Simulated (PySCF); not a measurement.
N-silylprop-2-yn-1-amine (C₃H₇NSi), SMILES C#CCN[SiH3].

The structure is a stationary point at r2SCAN-D4/def2-SVP. Other conformers were not sampled.

Method: TDDFT-PBE/def2-SVPD run with PySCF.

Vertical excitations. Gas-phase values at a fixed geometry.

List the lowest excited states. (Estimate from the structure and the level; the computed values follow.)


| state | energy (eV) | λ (nm) | f | main pairs |
|---|---|---|---|---|
| S1 | 5.23 | 237 | 0.017 | HOMO→LUMO 97 % |
| S2 | 5.76 | 215 | 0.000 | HOMO→LUMO+1 99 % |
| S3 | 5.87 | 211 | 0.011 | HOMO→LUMO+2 94 % |
| S4 | 5.97 | 208 | 0.005 | HOMO−1→LUMO 97 % |
| S5 | 6.22 | 199 | 0.020 | HOMO→LUMO+3 90 % |
| S6 | 6.35 | 195 | 0.001 | HOMO→LUMO+4 90 % |
| S7 | 6.37 | 195 | 0.051 | HOMO−2→LUMO 68 % |
| S8 | 6.66 | 186 | 0.005 | HOMO−1→LUMO+2 85 % |
| S9 | 6.72 | 184 | 0.004 | HOMO→LUMO+5 99 % |
| S10 | 6.88 | 180 | 0.018 | HOMO−2→LUMO+1 33 %, HOMO−1→LUMO+1 24 %, HOMO−2→LUMO+2 21 %, HOMO−1→LUMO+2 8 % |
| T1 | 4.88 | 254 | 0 | HOMO→LUMO 91 % |
| T2 | 5.31 | 234 | 0 | HOMO−1→LUMO+1 31 %, HOMO−2→LUMO 25 %, HOMO−2→LUMO+2 11 %, HOMO→LUMO+2 10 % |
| T3 | 5.51 | 225 | 0 | HOMO→LUMO+1 50 %, HOMO−1→LUMO 33 % |
| T4 | 5.65 | 219 | 0 | HOMO→LUMO+2 52 %, HOMO−1→LUMO+1 29 % |
Triplets are in the Tamm–Dancoff approximation, which puts them higher than full response would, so one can lie above its singlet here.
